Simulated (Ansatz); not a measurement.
(1) Predict a relaxed structure of (Br2Al-mu-OH)3 (Al3Br6O3H3), charge 0, singlet, at r2SCAN-D4/def2-SVP (Ansatz).

Results:

(1) 
```csv
atom,x (Å),y (Å),z (Å)
Al1,-1.5439,1.1553,0.3427
Br2,-2.5170,1.6414,2.3319
Br3,-2.2976,2.0036,-1.5913
O4,0.2563,1.5101,0.5555
Al5,1.7636,0.8130,-0.2534
Br6,1.9497,1.5609,-2.3592
Br7,3.4419,1.0321,1.2548
O8,1.2882,-0.9716,-0.2355
Al9,-0.2997,-1.8344,-0.6174
Br10,-0.6925,-1.8241,-2.8251
Br11,-0.2807,-3.7493,0.5957
O12,-1.4547,-0.6876,0.2562
H13,0.4541,2.0127,1.3646
H14,1.9225,-1.5325,0.2432
H15,-1.9902,-1.1295,0.9374
```
Point group C3v (tolerance 0.1 Å). This is one stationary point.
